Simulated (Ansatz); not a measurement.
Energy needed to pull apart GeSiNH₅ (SMILES [NH]1[SiH2][GeH2]1), singlet, into free ground-state atoms, from the structure below (displaced at random from a GFN2-xTB minimum); no zero-point or spin–orbit terms; open-shell atoms are treated unrestricted, in their ground-state multiplicity.

```
8
angstrom
N -0.5476 -0.1365 -0.8483
Si -0.1678 1.2230 -0.0143
Ge 0.8901 -0.8219 0.6630
H -1.4785 -0.5619 -0.9164
H 0.7973 2.1386 -0.7051
H -0.9248 1.8853 1.0981
H 1.4855 -1.7756 -0.3823
H -0.1414 -1.7996 1.2433
```

Ansatz 0.2.0; basis: def2-TZVPP; cores frozen in the correlated methods. Filled d shells of the heavier atoms are correlated. The def2 sets are not built for correlating such inner shells, so the correlated values are less sure here.

```csv
method,atomization energy (kJ/mol)
SPW92,?
PBE-D4,2258
r2SCAN-D4,2239
PBE0-D4,2208
LC-wPBE,2187
wB97M-V,2232
HF,1468
MP2,?
CCSD,2128
CCSD(T),2171
```

Problem. What does MP2 give? (Judge from chemistry; the value comes from the calculation.)

Solution. Computed: 2168 kJ/mol, which is about 4 kJ/mol less than CCSD(T)/def2-TZVPP.

Problem. What does SPW92 give? (To be estimated.)

Solution. The calculation gives: 2568 kJ/mol, which is about 397 kJ/mol more than CCSD(T)/def2-TZVPP.

In triple zeta the MP2 and coupled-cluster atomization energies are still short of their basis limit by a few kcal/mol a bond, whereas those of the functionals are nearly converged, so these differences are not deviations from converged CCSD(T).

No T1 diagnostic of these runs exceeds 0.016.

For scale, one of the runs: CCSD(T)/def2-TZVPP forces, 191 basis functions (an equivalent command: `ansatz run in.yaml --threads 4`). Hardware: 4 CPU threads, shared host. Wall time 3.9 min; peak host memory 3.8 GiB.
